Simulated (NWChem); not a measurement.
System meant: CH₆O₃Si; SMILES O[SiH](CO)O

The following NWChem deck was run.

```
start job
memory heap 200 mb stack 900 mb global 1100 mb
geometry units angstroms noautoz
  O      0.248486    -1.806840     0.706285
  C     -0.794619    -1.134502     0.019398
  Si    -0.061241     0.547455    -0.442992
  O      1.580512     0.322477    -0.435701
  O     -0.598538     1.616132     0.712176
  H     -0.061970    -2.671272     0.992668
  H     -1.692846    -0.995025     0.650596
  H     -1.113168    -1.680833    -0.890813
  H     -0.448085     1.037825    -1.794922
  H      1.787167    -0.465396     0.089618
  H     -0.281539     2.521584     0.645261
end
basis spherical
  * library def2-svp
end
dft
  odft
  mult 2
  xc pbe0
  iterations 150
  mulliken
end
task dft energy
```

End of the output:

```
 Summary of "ao basis" -> "" (spherical)
 ------------------------------------------------------------------------------
       Tag                 Description            Shells   Functions and Types
 ---------------- ------------------------------  ------  ---------------------
 *                          def2-svp                  on all atoms

                                 NWChem DFT Module
                                 -----------------

 Summary of "ao basis" -> "ao basis" (spherical)
 ------------------------------------------------------------------------------
       Tag                 Description            Shells   Functions and Types
 ---------------- ------------------------------  ------  ---------------------
 O                          def2-svp                 6       14   3s2p1d
 C                          def2-svp                 6       14   3s2p1d
 Si                         def2-svp                 8       18   4s3p1d
 H                          def2-svp                 3        5   2s1p

 Summary of "ao basis" -> "ao basis" (spherical)
 ------------------------------------------------------------------------------
       Tag                 Description            Shells   Functions and Types
 ---------------- ------------------------------  ------  ---------------------
 O                          def2-svp                 6       14   3s2p1d
 C                          def2-svp                 6       14   3s2p1d
 Si                         def2-svp                 8       18   4s3p1d
 H                          def2-svp                 3        5   2s1p

  number of electrons :                   50
  multiplicity        :                    2
 ------------------------------------------------------------------------
  no. of electrons and multiplicity not compatible                  50
 ------------------------------------------------------------------------
 ------------------------------------------------------------------------
  current input line :
    26: task dft energy
 ------------------------------------------------------------------------
 ------------------------------------------------------------------------
 There is an error in the input file
 ------------------------------------------------------------------------
 For more information see the NWChem manual at https://nwchemgit.github.io

0: no. of electrons and multiplicity not compatible:Received an Error in Communication
```

### Question
Can this run be used? If not, why, and what is the fix?

### Answer
The input was rejected before any calculation. Cause: the multiplicity doesn't fit the number of electrons (an even count wants an odd multiplicity, and the reverse). This input runs:
```
start job
memory heap 200 mb stack 900 mb global 1100 mb
geometry units angstroms noautoz
  O      0.248486    -1.806840     0.706285
  C     -0.794619    -1.134502     0.019398
  Si    -0.061241     0.547455    -0.442992
  O      1.580512     0.322477    -0.435701
  O     -0.598538     1.616132     0.712176
  H     -0.061970    -2.671272     0.992668
  H     -1.692846    -0.995025     0.650596
  H     -1.113168    -1.680833    -0.890813
  H     -0.448085     1.037825    -1.794922
  H      1.787167    -0.465396     0.089618
  H     -0.281539     2.521584     0.645261
end
basis spherical
  * library def2-svp
end
dft
  xc pbe0
  iterations 150
  mulliken
end
task dft energy
```
It converges to -556.25171 Ha (PBE0/def2-SVP).
